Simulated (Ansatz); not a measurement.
The same path of AlClH5NSi (9 atoms, charge 0, multiplicity 1) was run twice with different band settings. Lost on the way: Al1–Si2, N3–H4. Made: Al1–H4, Si2–N3.

Computed with Ansatz 0.2.0, UKS PBE0-D4/cc-pVDZ.

Relaxed end points:

```xyz
9
Properties=species:S:1:pos:R:3
Al -0.702 0.296 -0.371
Si 0.786 0.119 1.552
N -0.379 -0.509 -1.923
H 0.436 -1.077 -2.129
Cl -2.516 1.426 -0.294
H 0.838 -1.299 2.047
H 2.185 0.512 1.170
H 0.340 0.997 2.682
H -0.989 -0.465 -2.734
```

```xyz
9
Properties=species:S:1:pos:R:3
Al -1.382 0.687 -0.784
Si 1.101 -0.386 0.910
N 0.061 -0.339 -0.507
H -1.908 1.724 0.279
Cl -2.379 0.443 -2.649
H 1.100 -1.737 1.564
H 2.523 -0.040 0.572
H 0.559 0.629 1.870
H 0.324 -0.982 -1.253
```

Common settings: movable images 5; climbing image yes; spring 5.0 eV/Å²; start path through a guess of the saddle point; force threshold 0.05 eV/Å; iteration limit 60; end points relaxed.

| run | optimiser | largest step |
| --- | --- | --- |
| 1 | quadratic models (default) | default |
| 2 | fire | 0.02 Å |

**Question.** What does each run give, and how far can it be trusted?

**Answer.** Run 1: converged after 22 iterations, highest image 1.713 eV above the first end. The profile has 2 maxima (images 2, 4) with wells between them (image 3): this band takes more than one step, which may be the mechanism or a detour left from its start path. Neighbouring images differ by up to 1.3 eV, so the band resolves the path poorly. A vibrational analysis at the climbing image gives one clearly imaginary mode, 228i cm⁻¹: a first-order saddle point.
Run 2: not converged after 60 iterations, highest image 3.403 eV above the first end. The band didn't meet its force threshold, so its energies are provisional: the largest band force was still 0.93 eV/Å, and over the last iterations the top moved between 3.40 and 3.47 eV. Neighbouring images lie up to 1.6 Å apart, so the band is torn or far too coarse.
The orbitals stay closed-shell, which can raise the energy where a bond breaks towards radicals; this wasn't checked here.
